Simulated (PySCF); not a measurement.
# From computed data to an observable: chemical shift, span and skew from a shielding tensor

C2H4GeN2, SMILES N#C/N=[CH]\[GeH3]. Atoms are numbered in the order given.

```xyz
9

N      2.6923    -0.8928    -0.7956
C      2.0646    -0.0273    -0.3307
N      1.4746     1.0387     0.2148
C      0.2144     1.1141     0.4418
Ge    -1.1905    -0.2483     0.0778
H     -0.1160     2.0624     0.8980
H     -1.8182    -0.6219     1.4329
H     -2.2507     0.4270    -0.8107
H     -0.5599    -1.4637    -0.6105
```

The structure is a stationary point at B3LYP-D3(BJ)/def2-SVP. The structure was generated by enumeration; whether it is a known compound was not checked.

GIAO shieldings from PySCF with KT2/pcSseg-1, non-relativistic, no solvent. The symmetric part of the tensor of C4 has the principal values -161.8, -8.9, 131.3 ppm. The same nucleus in TMS has σ = 185.1 ppm at this level (PySCF, at its B3LYP-D3(BJ)/def2-TZVP geometry).

Work out the isotropic shielding, the ¹³C shift against TMS, the span and the skew.


σ(iso) = (σ11 + σ22 + σ33)/3 = -13.1 ppm. δ = σ(ref) − σ(iso) = 185.1 − (-13.1) = 198.2 ppm.
Span Ω = σ33 − σ11 = 293.1 ppm. Skew κ = 3(σ(iso) − σ22)/Ω = -0.04. Tumbling in solution averages the tensor to δ; in a static solid the shielding alone would spread this spin-1/2 line over Ω.
